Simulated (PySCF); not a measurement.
A GIAO shielding run with PySCF 2.14 (density fitting, non-relativistic, gas phase) on `C/C(=C/CCl)[S@](C)=O`, C5H9ClOS:

```
$ OMP_NUM_THREADS=1 python probes_run.py task.json out

{"job": {"kind": "nmr", "xc": "PBE0", "basis": "pcSseg-1"}, "charge": 0, "multiplicity": 1}
C     -0.680054    -1.902289    -0.214896
C      0.159271    -0.678008    -0.218255
C      1.306305    -0.510741     0.426617
C      2.114219     0.734616     0.391930
Cl     1.692656     1.775403     1.807943
S     -0.485396     0.673565    -1.291504
C     -1.542849     1.381967     0.047299
O     -1.405400     0.026671    -2.227229
H     -1.387443    -1.878336     0.614968
H     -0.076584    -2.802374    -0.124672
H     -1.248244    -1.935784    -1.145342
H      1.680357    -1.297678     1.070105
H      3.179409     0.528573     0.485029
H      1.912389     1.332606    -0.494986
H     -2.258432     0.634711     0.369924
H     -0.902529     1.692599     0.863980
H     -2.064674     2.236529    -0.370821
```

Hardware: 1 thread of an Intel Xeon Platinum 8488C, shared host. The job also computes population analyses, field gradients.

(1) How large is the calculation?

(2) How long does it take, and how much memory does it need?

Results:

(1) 80 electrons, 195 basis functions and 1056 auxiliary functions.

(2) 41 s of wall time, with 15 SCF cycles and 5 response iterations; peak memory 0.86 GiB. Times on a shared host scatter by some tens of per cent.
